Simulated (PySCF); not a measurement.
CH5Ge, SMILES [GeH3][CH2], multiplicity 2.

Geometry: PBE-D3(BJ)/def2-TZVP. The isomer is the one that the SMILES or the coordinates give; other isomers of the formula were not compared.

Computed with PySCF 2.14.0 with PBE-D3(BJ)/def2-TZVP.

Frequencies are harmonic and unscaled.

A small imaginary wavenumber (i) marks a very flat motion, where grid noise or a shallow saddle decides the sign.

Computed normal modes with their intensities:
| mode | ν (cm⁻¹) | IR (km/mol) | moving atoms (share of kinetic energy) |
|---|---|---|---|
| 1 | 13i | 0.2 | H 100 % |
| 2 | 463 | 4.7 | H 95 % |
| 3 | 478 | 10.7 | H 98 % |
| 4 | 566 | 76.0 | H 74 %, C 23 % |
| 5 | 629 | 25.9 | C 68 %, Ge 17 %, H 15 % |
| 6 | 772 | 48.5 | H 80 %, C 16 % |
| 7 | 809 | 102.4 | H 96 % |
| 8 | 842 | 26.3 | H 99 % |
| 9 | 857 | 11.1 | H 98 % |
| 10 | 1338 | 0.6 | H 89 %, C 11 % |
| 11 | 2050 | 105.5 | H 99 % |
| 12 | 2067 | 82.0 | H 99 % |
| 13 | 2095 | 107.9 | H 99 % |
| 14 | 3073 | 6.0 | H 96 % |
| 15 | 3179 | 1.2 | H 89 %, C 11 % |
